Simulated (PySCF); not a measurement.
**Vanadium: a sound run and one with changed settings**

Sound run: V²⁺ [Ar] 3d3, V³⁺ [Ar] 3d2. Computed with PySCF 2.14 in aug-cc-pVDZ-DK (7s6p4d2f, 59 functions), with the spin-free X2C one-electron Hamiltonian (Gaussian nucleus). The sound run starts from symmetry-adapted Hartree-Fock orbitals and uses a fine grid where one is needed.

Changed run: 6 angular points. This setting is unsound on purpose.

| species | method | sound run (hartree) | changed run (hartree) | converged |
| --- | --- | --- | --- | --- |
| V²⁺ | UHF | -947.42857 | -947.42857 | yes |
| V²⁺ | MN15 | -948.82601 | -948.16597 | yes |
| V²⁺ | M06-2X | -948.38174 | -947.64131 | yes |
| V³⁺ | UHF | -946.38294 | -946.38294 | yes |
| V³⁺ | MN15 | -947.71780 | -947.91735 | yes |
| V³⁺ | M06-2X | -947.29595 | -947.71144 | yes |

Ionisation energy of V²⁺:

```csv
method,sound run (eV),changed run (eV)
UHF,28.453,28.453
MN15,30.156,6.765
M06-2X,29.546,-1.909
```

A coarse angular grid integrates products of high-l functions wrongly, so density functionals can shift, and the SCF can exploit the error; Hartree-Fock and MP2 need no grid. A negative ionisation energy or a positive MP2 energy shows that the occupation asked for is not the lowest one in this basis.

For comparison, NIST gives 29.311 eV between the lowest levels.
